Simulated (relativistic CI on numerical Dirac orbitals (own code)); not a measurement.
**d1 to d9 in one octahedral field**

Computed with a parametric ligand-field model without spin-orbit coupling, by exact diagonalisation: B = 550, C = 2140, 10Dq = 29500 cm⁻¹ (Oh; |10Dq|/B = 53.6) for every shell. Energies in cm⁻¹; the field energy is (0.6 n_e − 0.4 n_t2) × 10Dq of the ground term; g labels are left out.

```
Shell  Ground term  Electrons in e  Field energy  First spin-allowed bands  Lowest term of other spin
   d1          2T2           0.000        -11800                  2E 29500                           
   d2          3T1           0.009        -23337      3T2 28163, 3T1 35077                   1T2 7768
   d3          4A2           0.000        -35400      4T2 29500, 4T1 35664                   2E 10777
   d4          3T1           0.013        -46804       3E 27384, 3T1 27901                   1T2 6626
   d5          2T2           0.026        -58237      2A2 26563, 2T1 26764                  4T1 19015
   d6          1A1           0.019        -70237      1T1 27910, 1T2 35800                  3T1 23376
   d7           2E           1.013        -52726      2T1 27785, 2T2 28308                  4T1 18899
   d8          3A2           2.000        -35400      3T2 29500, 3T1 35664                    1E 8619
   d9           2E           3.000        -17700                 2T2 29500
```

Low spin: d4, d5, d6, d7; the other shells keep the spin of the free ion. Only d4 to d7 can choose; the field needed to pair spins is smallest for d6 and largest for d5, which loses most exchange energy. In the strong-field picture 10Dq must exceed about 6B + 5C = 14000 (d4), 7.5B + 5C = 14825 (d5), 2.5B + 4C = 9935 (d6) and 4B + 4C = 10760 (d7); mixing of terms shifts these bounds somewhat.
